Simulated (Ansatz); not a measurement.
Born–Oppenheimer molecular dynamics of BCl₂H₄NO (9 atoms, charge 0, multiplicity 1). It starts at the highest image of a converged band, a first-order saddle point between two minima.

The calculation used Ansatz, RKS PBE-D4/def2-SVP.

| Quantity | Value |
| --- | --- |
| ensemble | NVE (velocity Verlet) |
| time step | 0.5 fs |
| steps asked | 200 |
| starting velocities drawn for | 300 K |
| seed | 7964 |

First frame:

```xyz
9
Properties=species:S:1:pos:R:3
B -0.093 0.272 0.246
N -0.060 0.056 1.783
H -0.740 -0.626 2.138
H 0.868 -0.148 2.172
Cl 1.502 0.062 -0.593
Cl -1.546 -0.532 -0.551
O -0.425 1.833 0.425
H -1.329 2.003 0.087
H -0.435 1.398 1.501
```

(1) What does the run give?

(2) What happens to the structure?

(3) How do temperature and energy run in time?

## Answers

(1) All steps were run.

```yaml
steps_done: 200
time_covered: 100 fs
mean_temperature_over_the_second_half: 334 K
spread_of_the_potential_energy_over_the_second_half: 3.4 meV per atom
mean_potential_energy_of_the_second_half_above_the_start: -3.3 meV per atom
```

The conserved energy stayed within 0.21 meV per atom of its start (net change 0.19 meV per atom), so the integration is sound. A run of 0.1 ps of so small a system gives no equilibrium averages. The orbitals stay closed-shell, which can raise the energy where a bond breaks towards radicals; this wasn't checked here.

(2) Between its relaxed ends the band would form B1–O7, N2–H9 and break O7–H9. These pairs go: B1–O7 1.61 → 2.84 Å, N2–H9 1.42 → 3.48 Å, O7–H9 1.16 → 0.97 Å. In the last frame they stand as before the step (other bonds may differ from the relaxed reactants and products). It ends as BCl2H2N + H2O. Pairs count as bonded within 1.25 times the sum of covalent radii (0.12 Å more for H–H). This is one draw of velocities; another would differ in detail.

(3) 
| time (fs) | T (K) | potential energy less start (eV) | conserved less start (meV/atom) |
| --- | --- | --- | --- |
| 0 | 300 | 0.000 | 0.00 |
| 5 | 222 | 0.071 | 0.03 |
| 10 | 194 | 0.096 | 0.04 |
| 15 | 224 | 0.070 | 0.07 |
| 20 | 226 | 0.068 | 0.11 |
| 25 | 182 | 0.109 | 0.15 |
| 30 | 216 | 0.078 | 0.17 |
| 35 | 224 | 0.070 | 0.18 |
| 40 | 198 | 0.094 | 0.20 |
| 45 | 260 | 0.037 | 0.17 |
| 50 | 299 | 0.003 | 0.14 |
| 55 | 299 | 0.002 | 0.10 |
| 60 | 333 | -0.029 | 0.05 |
| 65 | 389 | -0.080 | 0.01 |
| 70 | 380 | -0.072 | 0.01 |
| 75 | 390 | -0.081 | 0.02 |
| 80 | 320 | -0.018 | 0.07 |
| 85 | 307 | -0.005 | 0.11 |
| 90 | 299 | 0.002 | 0.17 |
| 95 | 328 | -0.024 | 0.18 |
| 100 | 350 | -0.043 | 0.19 |

Run time: 5.5 min on 2 threads of Arm Neoverse V1, on a shared host, peak memory 0.14 GiB.
